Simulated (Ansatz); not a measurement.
Start from `SB[CH2][GaH2]` and change one atom or group to get `FCCBS`.

Ansatz, PBE0-D4/def2-TZVP geometries, multiplicity 1. Each molecule was computed in one conformer, which needn't be the lowest. `SB[CH2][GaH2]` holds a close contact that its SMILES doesn't draw: Ga···S 2.64 Å.

Scalar relativity is left out up to krypton.

```tsv
property	`SB[CH2][GaH2]`
HOMO energy (B3LYP/def2-TZVPP) / eV	-7.30
HOMO–LUMO gap (PBE0/def2-TZVPP) / eV	6.51
LUMO energy (B3LYP/def2-TZVPP) / eV	-1.20
HOMO energy (PBE0/def2-TZVPP) / eV	-7.53
HOMO energy (ωB97M-V/def2-TZVPP) / eV	-9.63
HOMO energy (PBE/def2-TZVPP) / eV	-6.47
```

**Question.** Give the same properties after the change, and the shifts. (Best estimate.)

**Answer.** The calculation gave: 
```csv
property,`FCCBS`,shift
HOMO energy (B3LYP/def2-TZVPP) / eV,-7.99,-0.69
HOMO–LUMO gap (PBE0/def2-TZVPP) / eV,7.31,0.80
LUMO energy (B3LYP/def2-TZVPP) / eV,-1.12,0.08
HOMO energy (PBE0/def2-TZVPP) / eV,-8.24,-0.71
HOMO energy (ωB97M-V/def2-TZVPP) / eV,-10.44,-0.81
HOMO energy (PBE/def2-TZVPP) / eV,-7.08,-0.61
```

With PBE0 the HOMO falls by 0.71 eV and the LUMO rises by 0.09 eV, so the gap widens by about 0.80 eV. PBE moves the HOMO by -0.61 eV and ωB97M-V by -0.81 eV.

Positive LUMOs are unbound, so they and the gaps depend on the basis.

B3LYP here is the variant with VWN-RPA as its local correlation; programs differ in this.
